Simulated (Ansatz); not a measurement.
```yaml
crystal:
  periodic: [false, false, false]
  atoms:
    - {symbol: F, position_ang: [-1.418847, -1.887771, 0.580140]}
    - {symbol: C, position_ang: [-0.707166, -0.824179, 0.327320]}
    - {symbol: C, position_ang: [-0.685600, 0.422217, 0.799680]}
    - {symbol: F, position_ang: [-1.328431, 1.074972, 1.728971]}
    - {symbol: C, position_ang: [0.457729, 0.824927, -0.072137]}
    - {symbol: F, position_ang: [0.218165, 1.753842, -1.007933]}
    - {symbol: F, position_ang: [1.586019, 1.188960, 0.571363]}
    - {symbol: C, position_ang: [0.445907, -0.641781, -0.604397]}
    - {symbol: F, position_ang: [0.157498, -0.758507, -1.931565]}
    - {symbol: H, position_ang: [1.357826, -1.203781, -0.388542]}
basis:
  gaussian: {orbitals: aug-cc-pVDZ}
magnetization: {spin_polarized: true, initial_magnetization: 2}
hamiltonian: {xc: {name: BHLYP}, dispersion: d4}
```

```sh
$ ansatz run in.yaml --threads 4 --pin off --events-out ev --progress --plain --max-ram 11315MiB
```

It prints (some lines left out):

```
Functional definition: BHLYP
2041 factors; their error is unknown
mean field evaluation 1: about -17732.8039 eV, gradient 2.8e1 eV
mean field evaluation 2: about -17734.7864 eV, gradient 2.0e1 eV
mean field evaluation 4: about -17736.1012 eV, gradient 1.7e0 eV
mean field evaluation 8: about -17736.1231 eV, gradient 1.4e-1 eV
mean field evaluation 16: about -17736.3413 eV, gradient 3.6e-3 eV
mean field -17736.34132717 eV, -651.7985216496 hartree, gradient 4.1e-5 eV, S^2 2.010963; 0 other end points of the search recorded, 0 dependent functions left out
reference -17736.34156048 eV, -651.7985302234 hartree; 36, 34 occupied and 180, 182 virtual orbitals, 2041 factors
Total energy: -17736.59367840 eV, -651.8077953862 hartree
```

Hardware: 4 threads of an Intel Xeon 6975P-C on a shared host. Wall time 5.5 s, peak host memory 1.1 GiB.
